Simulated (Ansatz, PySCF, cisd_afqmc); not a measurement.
Species: BeH2, charge 0, singlet. BeH2 (SMILES [BeH2]).
B3LYP-D3(BJ)/def2-TZVP minimum from Ansatz (an electronic-structure program):
```xyz
3

Be     0.0000     0.0000     0.0000
H      0.0000     0.0000     1.3301
H      0.0000     0.0000    -1.3301
```
Charge 0, spin multiplicity 1.

Property: enthalpy of formation at 298 K (by atomisation, with ideal-gas terms from PySCF's Hessian at B3LYP-D3(BJ)/def2-TZVP and the atoms' measured values of the G2/97 table; no spin-orbit terms), in kcal/mol. Open shells are spin-unrestricted; no spin-orbit coupling. Cores are frozen in correlated methods. No relativity. The Monte Carlo rows (phaseless AFQMC, CISD trial, step 0.005/hartree) carry one-sigma bars that omit the constraint's bias. Outlying blocks are dropped, and bars are widened where a walk drifts. Over all cases where full CI ran beside it in this data, AFQMC minus full CI had a median of +0.1 mEh and passed +0.4 mEh in a tenth of the cases. CBS(X,Y): correlation extrapolated as X^-3, Hartree-Fock from the larger set. A bracket is a step between two methods taken in the basis named. Full CI freezes restricted core orbitals, also for open shells; the composite that ends in it estimates full CI at the basis-set limit. For partners of very few electrons the exact lower level stands in for a higher one. The restricted determinant of Be ([Be], singlet) is unstable towards broken spin symmetry in at least one set run.

| level | program | enthalpy of formation at 298 K (kcal/mol) | difference against the last row |
|---|---|---|---|
| HF/def2-SVP | Ansatz | 61.3 | 21.7 |
| r2SCANh/def2-TZVPD | Ansatz | 36.1 | -3.5 |
| MP2/CBS(def2-TZVPP,def2-QZVPP) | Ansatz | 38.5 | -1.1 |
| CCSD/CBS(def2-TZVPP,def2-QZVPP) | Ansatz | 40.2 | 0.6 |
| FCI/def2-TZVPP | Ansatz | 45.1 | 5.5 |
| CCSD(T)/CBS(def2-TZVPP,def2-QZVPP) + [AFQMC/CISD - CCSD(T)]/def2-TZVPP | Ansatz + cisd_afqmc | 39.7 ± 0.1 | 0.1 |
| CCSD(T)/CBS(def2-TZVPP,def2-QZVPP) + [CCSDTQ - CCSD(T)]/def2-QZVPP | Ansatz | 39.6 | 0.0 |
| CCSD(T)/CBS(def2-TZVPP,def2-QZVPP) + [FCI - CCSD(T)]/def2-QZVPP | Ansatz | 39.6 | 0.0 |
